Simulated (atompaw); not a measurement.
**Scattering properties, PAW (atompaw) potential for carbon**

C (Z = 6), PAW, made with atompaw 4.2.0.5 (LDA (PW92), scalar-relativistic). Core [He], reference 2s1.5 2p2.5. Waves: 2s (bound): rc 2.35 bohr; 2s channel at 0.45 Ry: rc 2.35 bohr; 2p (bound): rc 2.35 bohr; 2p channel at 0.05 Ry: rc 2.30 bohr; 3d channel at -0.2 Ry: rc 2.35 bohr; 3d channel at 2.45 Ry: rc 2.35 bohr. Local part: troulliermartins scheme with l = 3 at 1 Ry, radius 1.95 bohr. Core correction: smooth core density matched at 1.55 bohr. Augmentation charge: besselshape compensation charge, radius 2.15 bohr; PAW radius 2.35 bohr; waves and projectors: custom rrkj gramschmidtortho.

The phase is arctan(r·u′/u) with u = r·R(r), unwrapped; energies in Ry, scanned from -3 to 5 Ry. A pole is an energy at which the radial function vanishes at the test radius. The pseudo phase is shifted by a multiple of π to meet the all-electron one at the reference energy, and phase errors are pseudo minus all-electron; the curves can meet again beyond the range given. Levels narrower than the energy grid can be missing from the lists of poles.

Q: For each channel, where are the poles, and over which energies does the pseudopotential scatter like the atom?

A:

```csv
channel,radius (bohr),reference energy (Ry),"poles, all-electron","poles, pseudo",unbroken range about the reference energy with phases within 0.05 rad,phase error 1 Ry above the reference energy (rad)
s,2.35,-1.02,-0.47,-0.47,the whole range,+0.000
p,2.35,-0.41,0.16,0.16,below 2.3,+0.000
d,2.35,-0.20,3.81,3.83,the whole range,+0.001
```

Phases in the d channel:

```
E (Ry)  all-electron  pseudo
 -3.00         1.348   1.348
 -2.52         1.332   1.332
 -2.04         1.312   1.312
 -1.56         1.287   1.287
 -1.08         1.254   1.254
 -0.60         1.207   1.207
 -0.12         1.136   1.136
  0.36         1.015   1.015
  0.84         0.766   0.767
  1.32         0.158   0.159
  1.80        -0.736  -0.735
  2.28        -1.186  -1.186
  2.76        -1.380  -1.380
  3.24        -1.487  -1.487
  3.72        -1.560  -1.557
  4.20        -1.617  -1.612
  4.68        -1.671  -1.661
```
